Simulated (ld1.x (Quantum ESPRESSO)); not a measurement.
## u(r) = r·R(r): atom against pseudo-atom (bismuth (Bi))

Columns: radius, all-electron u(r) and pseudo u(r) of the 6p shell (level -4.60 eV) of bismuth in the configuration [Xe] 4f14 5d10 6s2 6p3; PBEsol, scalar-relativistic, TM scheme, ld1.x (Quantum ESPRESSO) 7.5.

```csv
r (bohr),all-electron,pseudo
0.090,-0.0761,0.0067
0.180,-0.0403,0.0256
0.270,0.1572,0.0535
0.360,0.1580,0.0856
0.450,0.0234,0.1168
0.540,-0.1295,0.1429
0.630,-0.2380,0.1616
0.720,-0.2856,0.1729
0.810,-0.2781,0.1790
0.900,-0.2297,0.1827
0.990,-0.1549,0.1874
1.080,-0.0661,0.1960
1.170,0.0276,0.2111
1.260,0.1199,0.2349
1.350,0.2068,0.2689
1.440,0.2861,0.3130
1.530,0.3566,0.3648
1.620,0.4180,0.4193
1.710,0.4703,0.4704
1.800,0.5142,0.5142
1.890,0.5500,0.5500
1.980,0.5787,0.5787
2.070,0.6008,0.6008
2.160,0.6171,0.6171
2.250,0.6283,0.6283
2.340,0.6349,0.6349
```

Problem. How many radial nodes do the two functions have?

Solution. The all-electron 6p function has n − l − 1 = 4 (the table is too coarse to show those close to the nucleus); the pseudo-wave has 0, since the states of the same l below it are removed with the core.

Problem. At about which radius was the pseudo-wave matched?

Solution. 1.80 bohr, where the columns begin to agree (steps of 0.09 bohr).

Problem. Is the pseudo-wave norm-conserving?

Solution. Yes: the TM scheme keeps the norm inside the radius equal to the all-electron one, which fixes the energy derivative of the logarithmic derivative at the level.
